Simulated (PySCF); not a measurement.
## How ionic is MCs along group 14?

r²SCAN in PySCF with def2-SVP on every atom (core potentials on Sn, Cs, Pb), for the lowest determinant that a PBE0 search found; no spin–orbit coupling. A negative dipole means M(+)Cs(−).

```csv
M,state (unpaired electrons),Re (Å),μ (D)
Si,"quartet (σ ↑, π ↑↑)",3.377,10.55
Ge,"quartet (σ ↑, π ↑↑)",3.407,10.49
Sn,"quartet (σ ↑, π ↑↑)",3.601,11.09
Pb,"quartet (σ ↑, π ↑↑)",3.642,10.81
```

Give the ionic character |μ|/(e·Re) of each, with 1 e·Å = 4.803 D, and the positive end.

CsSi 65 % (Cs positive), CsGe 64 % (Cs positive), CsSn 64 % (Cs positive), CsPb 62 % (Cs positive). Lone pairs and polarisation enter μ too, so this number is only a rough measure of charge transfer.

Spin–orbit coupling is left out, which matters for elements this heavy, above all for dissociation energies. States were picked by a PBE0 search and need not be the measured ground states.
